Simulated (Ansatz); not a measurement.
Mulliken charges of Cl$_{3}$H$_{2}$HfN, SMILES `[NH2][Hf]([Cl])([Cl])[Cl]` from B3LYP/def2-TZVPP in Ansatz (PBE0-D4/def2-TZVP geometry).

| atom | x (Å) | y (Å) | z (Å) | charge (e) |
| --- | --- | --- | --- | --- |
| N1 | -0.566 | 0.727 | 0.884 | -0.416 |
| Hf2 | 0.314 | -0.425 | -0.485 | 0.872 |
| Cl3 | 1.913 | -1.702 | 0.640 | -0.246 |
| Cl4 | -1.362 | -1.686 | -1.519 | -0.251 |
| Cl5 | 1.338 | 0.941 | -2.090 | -0.262 |
| H6 | -1.465 | 1.179 | 0.785 | 0.150 |
| H7 | -0.172 | 0.966 | 1.785 | 0.153 |

**Question.** By hand: the dipole of these point charges (1 e Å = 4.8032 D).

**Answer.** Σ q r = (-0.216, 0.247, 0.372) e Å, of length 0.496 e Å = 2.38 D.

**Question.** How does the dipole of the full density compare? (Estimate.)

**Answer.** Computed: (-0.245, 0.277, 0.413) e Å, 2.66 D; the point charges give 0.89 times that, at 0° from its direction.

Point charges leave out the atoms' own dipoles, such as those of lone pairs, and Mulliken's split depends on the basis, so the close match here is no proof of good charges.

B3LYP here is the variant with VWN-RPA as its local correlation; programs differ in this.
